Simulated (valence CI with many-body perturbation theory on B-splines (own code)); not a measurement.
# Ir45+: calculated level list

Calculated by relativistic CI+MBPT: four valence electrons over a frozen Dirac-Fock core [Ar] 3d10, radial functions for each j: 11 s, 11 p, 10 d, 8 f, 5 g, 2 h, with the one-electron correlation potential Σ1 (screened to all orders), the two-electron term Σ2, the three-electron term Σ3, Breit, model QED; selected single and double excitations, second order for the rest, scaled by the run's own slope (own B-spline code, finite nucleus).

No measured spectrum was set against this ion. As an estimate, large intervals hold to a few tenths of a per cent, small ones and those within an open d or f shell to about a per cent. Among the levels kept, up to 420 cm⁻¹ of a level comes from second order outside the variational space, and about a tenth of that is noise between levels of different J, which matters for small intervals.

Levels 46 to 90 of 188, with energies above the lowest level, (4s^2 4p1/2^2) J=0. "Leading %" is the weight of the configuration and term that name the level; weights of strongly mixed levels are sums over their largest components and can fall short. In the jj column 3d3/2^4 stands for four electrons in 3d with j = 3/2. Lifetimes count E1, E2, E3, M1 and M2 decay at the calculated energies, and are blank where another channel may lead or the interval is too uncertain; long ones can be off by a factor of two.

```csv
No.,Configuration,Term,J,E (× 10³ cm⁻¹),Leading %,Lifetime,g,Leading jj
46,4s 4p2 4d,5P,1,4132.5,25,667 fs,1.556,4s 4p1/2 4p3/2 4d3/2 (95 %)
47,4s 4p2 4d,3D,2,4135.2,28,583 fs,1.429,4s 4p1/2 4p3/2 4d3/2 (89 %)
48,4s 4p2 4d,3D,1,4153.0,35,857 fs,1.059,4s 4p1/2 4p3/2 4d3/2 (90 %)
49,4s 4p2 4d,3G,3,4189.8,39,784 fs,0.903,4s 4p1/2 4p3/2 4d3/2 (80 %)
50,4s 4p2 4d,3G,5,4215.7,56,62.1 ps,1.281,4s 4p1/2 4p3/2 4d5/2 (98 %)
51,4s 4p2 4d,3P,2,4223.8,38,2.63 ps,1.358,4s 4p1/2 4p3/2 4d5/2 (93 %)
52,4s 4p2 4d,3D,1,4235.7,55,611 fs,0.952,4s 4p1/2 4p3/2 4d3/2 (66 %)
53,4s 4p2 4d,3F,3,4276.7,37,2.24 ps,1.240,4s 4p1/2 4p3/2 4d5/2 (90 %)
54,4s 4p2 4d,3P,0,4283.5,78,492 fs,,4s 4p1/2 4p3/2 4d3/2 (82 %)
55,4s 4p2 4d,3F,2,4306.3,32,480 fs,1.033,4s 4p1/2 4p3/2 4d3/2 (63 %)
56,4s 4p2 4d,3P,1,4308.0,47,939 fs,1.199,4s 4p1/2 4p3/2 4d5/2 (52 %)
57,4s 4p2 4d,3D,3,4321.2,55,1.32 ps,1.266,4s 4p1/2 4p3/2 4d5/2 (86 %)
58,4s 4p2 4d,1D,2,4328.0,38,993 fs,1.098,4s 4p1/2 4p3/2 4d5/2 (63 %)
59,4s 4p2 4d,1G,4,4334.5,49,3.32 ps,1.140,4s 4p1/2 4p3/2 4d5/2 (88 %)
60,4s 4p2 4d,3D,3,4389.7,37,873 fs,1.214,4s 4p1/2 4p3/2 4d5/2 (89 %)
61,4s 4p2 4d,3D,1,4392.9,47,1.66 ps,0.839,4s 4p1/2 4p3/2 4d5/2 (93 %)
62,4s 4p2 4d,3F,4,4394.3,44,1.17 ps,1.154,4s 4p1/2 4p3/2 4d5/2 (87 %)
63,4s 4p2 4d,3P,1,4444.6,33,1.21 ps,1.370,4s 4p1/2 4p3/2 4d5/2 (95 %)
64,4s 4p2 4d,3D,2,4453.8,45,1.04 ps,1.164,4s 4p1/2 4p3/2 4d5/2 (92 %)
65,4s 4p2 4d,3P,0,4454.2,44,1.07 ps,,4s 4p1/2 4p3/2 4d5/2 (84 %)
66,4s 4p2 4d,1F,3,4469.2,39,805 fs,1.066,4s 4p1/2 4p3/2 4d5/2 (88 %)
67,4s 4p2 4d,3P,2,4489.5,37,652 fs,1.152,4s 4p1/2 4p3/2 4d5/2 (88 %)
68,4s2 4d2,3F,2,4698.1,61,319 fs,0.815,4s^2 4d3/2^2 (83 %)
69,4p4,1D,2,4714.8,54,603 fs,1.097,4p1/2 4p3/2^3 (73 %)
70,4p4,3P,1,4717.0,82,499 fs,1.400,4p1/2 4p3/2^3 (82 %)
71,4s2 4d2,3P,0,4764.7,65,313 fs,,4s^2 4d3/2^2 (86 %)
72,4s 4p2 4f,3F°,3,4817.5,24,6.13 ps,1.069,4s 4p1/2^2 4f5/2 (85 %)
73,4s 4p2 4f,3F°,2,4826.5,39,2.66 ps,0.628,4s 4p1/2^2 4f5/2 (95 %)
74,4s2 4d2,3F,3,4847.2,73,629 fs,1.089,4s^2 4d3/2 4d5/2 (73 %)
75,4s2 4d2,1G,4,4862.2,51,759 fs,1.063,4s^2 4d3/2 4d5/2 (65 %)
76,4s2 4d2,3P,2,4876.3,34,577 fs,1.182,4s^2 4d3/2 4d5/2 (73 %)
77,4s2 4d2,3P,1,4887.8,73,576 fs,1.584,4s^2 4d3/2 4d5/2 (73 %)
78,4s 4p2 4f,3F°,4,4893.0,34,5.15 ps,1.270,4s 4p1/2^2 4f7/2 (95 %)
79,4s 4p2 4f,3G°,3,4902.9,22,3.43 ps,1.016,4s 4p1/2^2 4f7/2 (85 %)
80,4s2 4p 4f,3F,3,4911.6,31,1.82 ps,1.020,4s^2 4p3/2 4f5/2 (68 %)
81,4s2 4p 4f,3F,4,4935.0,48,3.31 ps,1.181,4s^2 4p3/2 4f7/2 (51 %)
82,4s2 4p 4f,3D,2,4943.0,36,2.61 ps,0.991,4s^2 4p3/2 4f5/2 (75 %)
83,4p3 4d,3F°,2,4963.0,31,2.47 ps,1.009,4p1/2^2 4p3/2 4d3/2 (90 %)
84,4s2 4p 4f,3D,1,4964.7,84,3.51 ps,0.511,4s^2 4p3/2 4f5/2 (84 %)
85,4s2 4d2,3F,4,4972.2,43,2.87 ps,1.226,4s^2 4d5/2^2 (44 %)
86,4p3 4d,3P°,0,4991.1,57,2.24 ps,,4p1/2^2 4p3/2 4d3/2 (93 %)
87,4s2 4p 4f,3D,3,4991.7,37,2.66 ps,1.169,4s^2 4p3/2 4f7/2 (81 %)
88,4s2 4p 4f,3G,5,4995.1,83,6.27 ps,1.221,4s^2 4p3/2 4f7/2 (83 %)
89,4p3 4d,3D°,1,5011.4,31,1.72 ps,1.129,4p1/2^2 4p3/2 4d3/2 (94 %)
90,4s2 4p 4f,3D,2,5034.2,25,1.72 ps,1.191,4s^2 4p3/2 4f7/2 (45 %)
```
